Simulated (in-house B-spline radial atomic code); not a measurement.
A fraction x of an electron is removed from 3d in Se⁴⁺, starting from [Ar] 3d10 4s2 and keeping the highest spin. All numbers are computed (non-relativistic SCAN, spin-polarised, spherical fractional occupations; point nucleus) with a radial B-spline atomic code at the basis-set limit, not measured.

```csv
x,E(x) - E(0) (eV),3d down level (eV)
0,0.0000,-106.651
0.06,6.4488,-108.310
0.24,26.3956,-113.332
0.36,40.1982,-116.715
0.39,43.7124,-117.566
0.5,?,?
0.54,61.6676,-121.843
0.66,76.4957,-125.297
0.77,?,?
0.93,111.3850,-133.166
1,120.7787,-135.228
```

(1) What belongs in the row x = 0.5?

(2) What belongs in the row x = 0.77?

(3) Check Janak's theorem between x = 0.06 and 0.24.

Answers

(1) An energy change of 56.8167 eV; 3d down at -120.698 eV.

(2) An energy change of 90.4535 eV; 3d down at -128.486 eV.

(3) The slope of the energy is 110.82 eV; the orbital levels give 110.82 eV (-ε of the emptying orbital, averaged over the two points).
